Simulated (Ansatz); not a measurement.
**B2NH2OF (SMILES OB1NB1F): the energy, rung by rung**

B2NH2OF: 7 atoms, total charge 0, spin state singlet. SMILES: `OB1NB1F`. Geometry: optimised at PBE0/def2-SVP. This is one conformer, not always the lowest.

```jsonl
{"atom": "O", "x (Å)": "-1.2817", "y (Å)": "0.1744", "z (Å)": "1.3139"}
{"atom": "B", "x (Å)": "-0.3832", "y (Å)": "0.1472", "z (Å)": "0.3120"}
{"atom": "N", "x (Å)": "0.6330", "y (Å)": "-0.7687", "z (Å)": "-0.0949"}
{"atom": "B", "x (Å)": "0.5859", "y (Å)": "0.3437", "z (Å)": "-0.9550"}
{"atom": "F", "x (Å)": "1.2521", "y (Å)": "0.7247", "z (Å)": "-2.0292"}
{"atom": "H", "x (Å)": "-1.8280", "y (Å)": "0.9660", "z (Å)": "1.2877"}
{"atom": "H", "x (Å)": "1.0831", "y (Å)": "-1.6553", "z (Å)": "0.1200"}
```

Quantity: the dissociation energy of the B2–O1 bond into doublet B2NHF and doublet OH (shapes relaxed at PBE0/def2-SVP, no zero-point term), in eV. The values are calculated.

```
             level                    kind  program  value (eV)  less CCSD(T)/def2-SVP  CPU time (all runs)
       HF/def2-SVP            Hartree–Fock   Ansatz        5.00                  -1.29                1.1 s
     BLYP/def2-SVP                     GGA   Ansatz        6.48                  +0.19                3.3 s
   r2SCAN/def2-SVP                meta-GGA   Ansatz        6.38                  +0.09                7.6 s
    B3LYP/def2-SVP           global hybrid   Ansatz        6.47                  +0.18                4.2 s
  PBE0-D4/def2-SVP           global hybrid   Ansatz        6.52                  +0.23                  4 s
CAM-B3LYP/def2-SVP  range-separated hybrid   Ansatz        6.61                  +0.32                4.3 s
  wB97M-V/def2-SVP  range-separated hybrid   Ansatz        6.74                  +0.45                 18 s
  CCSD(T)/def2-SVP   coupled cluster or CI   Ansatz        6.29                   0.00                 11 s
```

Differences are taken from CCSD(T)/def2-SVP for orientation; it has basis-set and higher-order errors of its own. The values span 5.00 to 6.74 eV. Hartree–Fock misses the correlation of the electron pair that is broken and comes out low. Measured bond enthalpies also hold zero-point and thermal terms, a few tenths of an eV less. In so small a basis fixed costs decide the times, and correlated methods can beat functionals. CPU times are rough (shared hosts, several kinds of processor and program).
